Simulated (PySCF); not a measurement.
## Identify the compound

Molecular formula: C3H9NO3Si. Simulated spectra:

1H NMR (600 MHz, computed): δ 6.23 (br s, 1H), 5.01 (s, 2H), 4.66 (s, 2H), 2.66 (s, 3H), 1.55 (br s, 1H).

13C{1H} NMR (computed): δ 179.4 (C), 65.1 (CH2), 27.5 (CH3).

Method: σ from GIAO-PBE0/pcSseg-1, geometry: GFN2-xTB, in PySCF 2.14 (in vacuum, single conformer, no relativistic terms, averaged over atoms made equivalent by symmetry, fast rotation or ring inversion).

Scale: 1H (31.72 ppm) and 13C (186.93 ppm) vs TMS (reference shieldings calculated alike).

Which candidate is it?
A. CO[SiH](NC=O)OC
B. C=CCO[Si](N)(O)O
C. CN[SiH2]OCC(=O)O

Results:

C. 

The formula gives 1 degree of unsaturation (no ring in the answer). 3 carbon signals for 3 carbons: no two carbons are equivalent. Carbon types of the structure: 1 × C, 1 × CH2, 1 × CH3, leaving 4 H on heteroatoms. δC 179.4: carboxylic acid carbon; it is a carbonyl in resonance with an O or N lone pair, the region of acids, esters and amides. δC 65.1: sp3 CH2 bonded to O, α to a carbonyl; the inductive effect lowers its shielding. δC 27.5: methyl carbon bonded to N; deshielded by the electronegative neighbour. δH 6.23: hydrogen on an acid hydroxyl oxygen; labile proton, position sensitive to the medium. δH 2.66: hydrogen on a methyl carbon bonded to N; its carbon carries N, an electronegative neighbour.

The others: CO[SiH](NC=O)OC would give 2 carbon signals, not 3; C=CCO[Si](N)(O)O would give 4 signals for carbon-bound and other non-exchanging H, not 3.

Exchangeable OH/NH protons stand at their gas-phase positions; hydrogen bonding in a real sample shifts them, mostly to higher δ. Shifts are as computed. Against solution values, carbons near 30 ppm lie about +3 ppm off and those near 130 ppm about +5 ppm. Of 1309 compounds with measured shifts, 239 miss one by over three times the rms of a fit or turn the order of signals round; such compounds aren't used in these exercises. Hydrogen bonding in solution deshields acid and N–H amide carbonyl carbons by as much as 10 ppm beyond these values. No couplings were computed; multiplicities are counted from neighbouring protons, with m where these are inequivalent, close in shift, in a saturated or five-membered ring or joined by F or P, and br s for small geminal =CH2 splittings.
